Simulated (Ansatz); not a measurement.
Ideal-gas functions of AlBr2Cl (`[Cl][Al]([Br])[Br]`) at 500 K and 1 bar, from an Ansatz frequency run at PBE0-D4/def2-TZVP.

Molar mass 222.24 g/mol, point group C2v (symmetry number 2), electronic degeneracy 1, moments of inertia 299.886, 596.699, 896.585 u Å². Harmonic wavenumbers (cm⁻¹, unscaled): 98, 117, 181, 276, 514, 594.

Use S(trans) = R[1.5 ln M + 2.5 ln T − 1.1517]; rotational temperatures θ = 24.2544 K / I; S(rot) = R[ln(√π/σ · √(T³/θAθBθC)) + 1.5]; for each mode x = 1.438777 ν̃/T, S = R[x/(eˣ − 1) − ln(1 − e⁻ˣ)] and H = RT x/(eˣ − 1); 1 cm⁻¹ = 0.0119627 kJ/mol; R = 8.31446 J/(mol·K).

**Question.** By hand: the entropy, in J/(mol·K).

**Answer.** Translation 187.0. Rotation: θ = 0.0809, 0.0406, 0.0271 K, giving 127.7. Vibration, mode by mode: 18.87, 17.41, 13.83, 10.45, 5.78, 4.80, in all 71.1. Electronic 0.0. Sum 385.8 J/(mol·K).

**Question.** By hand: H − E and G − E in kJ/mol, counted from the electronic energy.

**Answer.** Zero-point energy ½ × 1780 × 0.0119627 = 10.6; thermal vibration 16.4; translation, rotation and pV give 4 RT = 16.6. H − E = 43.6 kJ/mol, and G − E = 43.6 − 500 × 385.8/1000 = -149.3 kJ/mol.

Vibration gives 18 % of the entropy, 36.3 J/(mol·K) of it from the modes under 150 cm⁻¹: soft modes count most, and the harmonic formula is weakest for them.
